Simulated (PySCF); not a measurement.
ClH3S2Si, SMILES S[SiH](S)Cl.

The structure is a stationary point at PBE-D3(BJ)/def2-SVP. The values are those of a single conformer.

Level of theory: PBE-D3(BJ)/def2-SVP (PySCF).

Frequencies are harmonic and unscaled.

Computed vibrational spectrum:
```csv
mode,ν (cm⁻¹),IR (km/mol),moving atoms (share of kinetic energy)
1,124,0.3,"S 51 %, H 23 %, Cl 16 %, Si 10 %"
2,150,1.9,"S 45 %, Cl 39 %, Si 10 %"
3,194,31.1,"H 85 %, S 12 %"
4,208,2.9,"Si 36 %, S 28 %, Cl 20 %, H 15 %"
5,263,24.6,"H 80 %, S 17 %"
6,435,15.5,"S 50 %, Si 30 %, Cl 16 %"
7,538,61.1,"Si 53 %, S 33 %, H 12 %"
8,556,105.0,"Si 53 %, Cl 30 %, S 10 %"
9,651,26.4,H 90 %
10,701,45.2,H 88 %
11,764,77.1,"H 89 %, Si 9 %"
12,838,103.2,H 89 %
13,2195,81.7,H 97 %
14,2606,0.6,H 97 %
15,2612,1.1,H 97 %
```
